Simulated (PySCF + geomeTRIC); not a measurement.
Species: CH₅In, SMILES `[CH3][InH2]` (charge 0, multiplicity 1).

### Question
Give a relaxed geometry from M06-2X/def2-TZVP in PySCF + geomeTRIC.

### Answer
the end point of this relaxation (outside a Z-matrix the atoms follow the SMILES, hydrogens last).
Z-matrix (Å, degrees):
```
C
H 1 1.0879
H 1 1.0904 2 108.85
H 1 1.0907 2 108.72 3 -116.67
In 1 2.1740 2 111.83 4 -121.49
H 5 1.7462 1 120.88 2 2.27
H 5 1.7474 6 119.54 1 -179.91
```
